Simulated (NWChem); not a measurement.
System: CH6F2N2Si; SMILES F[Si](NC)(F)N

```xyz
12

C     -0.0027    -2.4051    -0.1467
N     -0.6877    -1.1187    -0.2402
Si     0.0000     0.4115     0.0182
N     -1.2316     1.5093     0.4402
F      1.1784     0.1824     1.0930
F      0.7567     1.0960    -1.2285
H      0.3105    -2.7936    -1.1262
H      0.8899    -2.2868     0.4724
H     -0.6432    -3.1566     0.3317
H     -1.5653    -1.1487    -0.7447
H     -1.8509     1.3126     1.2152
H     -1.1060     2.5030     0.2964
```
Atoms are numbered in this order, from 1.

Program: NWChem. Medium grid unless said otherwise, to which SCAN and Minnesota functionals are sensitive. Geometry: optimised at B3LYP/6-31G* (spherical d). B3LYP is NWChem's, with the RPA form of VWN correlation. Total energies of different functionals are on different scales.

```
level                                  energy (Ha)  highest occupied level (eV)  orbital gap (eV)  dipole (D)
-------------------------------------  -----------  ---------------------------  ----------------  ----------
PBE/def2-TZVP                            -640.2418                        -5.88              5.75        2.52
B3LYP/def2-TZVP                          -640.8000                        -7.09              7.46        2.57
M06-2X/def2-TZVP                         -640.6300                        -8.78             10.08        2.58
TPSSh/def2-TZVP                          -640.7824                        -6.54              7.00        2.53
Hartree-Fock/def2-TZVP                   -638.4546                       -10.86             14.25        2.67
LDA (Slater exchange, VWN5)/def2-TZVP    -637.0889                        -6.03              5.75        2.60
```
